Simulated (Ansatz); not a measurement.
`O[CH2][Ga]([F])[Cl]` + H₂ → `[F][GaH][Cl]` + CH₃OH at 600 K and 1 bar (hydrogenolysis of a Ga–C bond).

Calculated with Ansatz (gas phase, PBE0-D4/def2-TZVP geometries, no zero-point term in ΔE). CBS: MP2 limit from def2 TZ/QZ plus the TZ coupled-cluster correction, frozen cores. This one scheme is used for every species. For Ga outer-core shells are correlated without core-valence functions, which leaves a few kJ/mol of doubt a bond. Scalar relativity is left out up to krypton. Each species was taken in one conformer, which may not be the lowest.

```json
{"species": "`O[CH2][Ga]([F])[Cl]`", "CCSD(T)/CBS energy (Eh)": "-2598.62828", "H − E (kJ/mol)": "175.5", "S (J/(mol·K))": "450.8"}
{"species": "H₂", "CCSD(T)/CBS energy (Eh)": "-1.17544", "H − E (kJ/mol)": "43.9", "S (J/(mol·K))": "150.8"}
{"species": "`[F][GaH][Cl]`", "CCSD(T)/CBS energy (Eh)": "-2484.20089", "H − E (kJ/mol)": "60.4", "S (J/(mol·K))": "341.3"}
{"species": "CH₃OH", "CCSD(T)/CBS energy (Eh)": "-115.61712", "H − E (kJ/mol)": "163.6", "S (J/(mol·K))": "277.3"}
```

H − E and S are ideal-gas, rigid-rotor, harmonic terms from PBE0-D4/def2-TZVP, for one conformer and one mirror image of each species. The MP2-based limit puts H₂ 0.8 mEh under its directly extrapolated value; such offsets cancel only in part. 1 Eh = 2625.50 kJ/mol, R = 8.31446 J/(mol·K).

**Question.** By hand: ΔE, ΔH, ΔS and ΔG.

**Answer.** ΔE = (-2484.20089) + (-115.61712) − (-2598.62828) − (-1.17544) = -0.01429 Eh = -37.5 kJ/mol. Δ(H − E) = 60.4 + 163.6 − 175.5 − 43.9 = 4.6, so ΔH = -32.9 kJ/mol. ΔS = 341.3 + 277.3 − 450.8 − 150.8 = 17.0 J/(mol·K). ΔG = -32.9 − 600 × (17.0)/1000 = -43.1 kJ/mol.

**Question.** By hand: the equilibrium constant, and the temperature at which ΔG would vanish if ΔH and ΔS stayed fixed.

**Answer.** log₁₀ K = −ΔG/(RT ln 10) = 3.8. ΔH and −TΔS have one sign here, so there is no such temperature.

ΔH outweighs TΔS. A doubt of 5 kJ/mol in ΔE shifts log₁₀ K by 0.4 here. Other conformers and mirror images would add mixing entropy, several J/(mol·K) or more a flexible species. Modes under 60 cm⁻¹, often nearly free rotors, make the harmonic entropy too high. These are equilibria of isolated gas molecules and say nothing of rates. Largest T1 diagnostic: 0.013 (customary marks: 0.02 for closed shells, 0.045 for open ones).
